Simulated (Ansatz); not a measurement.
Geometry optimisation, Ansatz 0.2.0, RKS PBE-D4/6-31G*.

input.yaml

```yaml
crystal:
  periodic: [false, false, false]
  atoms:
    - { symbol: Al, position_ang: [-0.2741, 0.0405, -0.0772] }
    - { symbol: "N", position_ang: [1.7253, -0.3751, 0.8357] }
    - { symbol: C, position_ang: [-0.8585, -1.4986, -1.1856] }
    - { symbol: C, position_ang: [-0.5965, 1.9964, -0.1704] }
    - { symbol: H, position_ang: [0.6124, -0.4967, 1.5844] }
    - { symbol: H, position_ang: [-0.3372, -0.4987, 1.8511] }
    - { symbol: H, position_ang: [2.3609, 0.339, 1.1635] }
    - { symbol: H, position_ang: [2.2464, -1.2323, 0.7152] }
    - { symbol: H, position_ang: [-1.5534, -2.1426, -0.6359] }
    - { symbol: H, position_ang: [-1.3568, -1.2227, -2.1202] }
    - { symbol: H, position_ang: [-0.0072, -2.1324, -1.4572] }
    - { symbol: H, position_ang: [0.202, 2.5332, -0.6932] }
    - { symbol: H, position_ang: [-1.5341, 2.2822, -0.6556] }
    - { symbol: H, position_ang: [-0.6293, 2.4077, 0.8452] }
basis:
  gaussian: { orbitals: "6-31G*" }
hamiltonian:
  xc: pbe
  dispersion: d4
relax:
  f_tol: 0.15
  max_steps: 25
  restrain:
    - { distance: [0, 5], at: 1.52, k: 30.0 }
    - { distance: [4, 1], at: 1.02, k: 30.0 }
    - { distance: [0, 1], at: 3.22, k: 30.0 }
    - { distance: [4, 5], at: 1.92, k: 30.0 }
output:
  orbitals: {}
```

Run as:

```bash
$ ansatz run input.yaml --threads 2 --pin off --max-ram 3072MiB --backend cpu --events-out ev --progress --plain --runs-dir out
```

Q: Where does it end, and by what steps?

A: It converged. The restraints hold the end off the free minimum. After 8 steps the energy has fallen by 0.491 eV (the restraints' own energy left out); N2 moved furthest, 0.74 Å. Parted: Al1–N2. Joined: Al1–H6, N2–H5.

| step | energy less start (eV) | largest force component (eV/Å) | accepted |
| --- | --- | --- | --- |
| 0 | 0.0000 | 2.079 | yes |
| 1 | -0.0914 | 5.275 | yes |
| 2 | -0.3015 | 4.094 | yes |
| 3 | -0.1165 | 1.935 | yes |
| 4 | -0.2797 | 1.019 | yes |
| 5 | -0.4434 | 0.993 | yes |
| 6 | -0.4736 | 0.877 | yes |
| 7 | -0.4859 | 0.879 | yes |
| 8 | -0.4909 | 0.881 | yes |

```xyz
14
Properties=species:S:1:pos:R:3
Al -0.757 -0.022 0.211
N 2.185 -0.529 1.393
C -0.955 -1.394 -1.195
C -0.674 1.908 -0.202
H 1.239 -0.598 1.786
H -0.684 -0.484 1.690
H 2.329 0.429 1.057
H 2.254 -1.165 0.593
H -1.651 -2.194 -0.886
H -1.311 -0.982 -2.155
H 0.013 -1.891 -1.400
H 0.110 2.134 -0.947
H -1.624 2.268 -0.640
H -0.475 2.521 0.694
```

Run time: 10 s on 2 threads of AMD EPYC 9R14 (Zen 4), on a shared host, peak memory 0.17 GiB.
